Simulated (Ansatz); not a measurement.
`C[CH2][Sn][OH]`, relaxed with RKS PBE-D4/def2-SVP in Ansatz 0.2.0 from a rough embedded geometry. The force threshold is 0.03 eV/Å; the program also tests the step.

The species carries charge 0 and has multiplicity 1. Sn: def2 effective core potential.

Start:

```xyz
10

C    -0.377   -1.089    0.156
C    -0.036    0.103    0.920
Sn    1.566    1.112   -0.071
O     1.001    1.675   -1.939
H     0.478   -1.824    0.054
H    -1.253   -1.675    0.644
H    -0.748   -0.839   -0.891
H     0.277   -0.140    1.918
H    -0.953    0.793    1.015
H     0.045    1.885   -1.806
```

(1) How much energy does the relaxation release, and in how many steps? (Estimate.)

(2) Which bonds change most? (An estimate is asked.)

(3) Give the relaxed structure. (Estimate.)

## Answers

(1) Ansatz gave: 14.88 kcal/mol, in 24 steps, 4 of them rejected.

(2) The calculation gave: C2–Sn3 from 2.136 to 2.258 Å; C1–C2 from 1.456 to 1.527 Å; C1–H6 from 1.161 to 1.113 Å; C2–H8 from 1.074 to 1.114 Å.

(3) The calculation gave: 
```xyz
10

C    -0.546   -0.814   -0.014
C    -0.015    0.190    1.007
Sn    1.243    1.861    0.156
O     1.085    1.240   -1.773
H     0.276   -1.341   -0.546
H    -1.178   -1.606    0.446
H    -1.177   -0.326   -0.789
H     0.608   -0.308    1.784
H    -0.844    0.682    1.566
H     0.548    0.423   -1.838
```
